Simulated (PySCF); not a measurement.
A calculated (UHF, PySCF 2.14, x2c-TZVPPall, the spin-free X2C one-electron Hamiltonian (Gaussian nucleus)) atom or ion has these occupied shells.

| shell | electrons | orbital energy (eV) | rms radius, mean of both spins (bohr) |
| --- | --- | --- | --- |
| 1s α | 1 | -63652.4 | 0.0219 |
| 1s β | 1 | -63652.3 | 0.0219 |
| 2s α | 1 | -10977.1 | 0.0884 |
| 2s β | 1 | -10977.0 | 0.0884 |
| 2p α | 3 | -9678.5 | 0.0801 |
| 2p β | 3 | -9678.5 | 0.0801 |
| 3s α | 1 | -2553.3 | 0.227 |
| 3s β | 1 | -2553.2 | 0.227 |
| 3p α | 3 | -2154.8 | 0.228 |
| 3p β | 3 | -2154.8 | 0.228 |
| 3d α | 5 | -1662.5 | 0.208 |
| 3d β | 5 | -1662.4 | 0.208 |
| 4s α | 1 | -545.73 | 0.509 |
| 4s β | 1 | -545.60 | 0.509 |
| 4p α | 3 | -412.05 | 0.541 |
| 4p β | 3 | -411.98 | 0.541 |
| 4d α | 5 | -231.93 | 0.592 |
| 4d β | 5 | -231.88 | 0.592 |
| 5s α | 1 | -83.954 | 1.26 |
| 5s β | 1 | -83.477 | 1.26 |
| 5p α | 3 | -49.280 | 1.48 |
| 5p β | 3 | -48.951 | 1.48 |
| 4f α | 7 | -32.525 | 0.795 |
| 4f β | 7 | -32.478 | 0.795 |
| 6s α | 1 | -14.954 | 3.58 |
| 6p α | 1 | -10.081 | 4.44 |

Task: Name the element and its charge.

Result: Lu⁺ (lutetium, charge +1), in [Xe] 4f14 6s1 6p1, high-spin 3P determinant (an excited configuration).
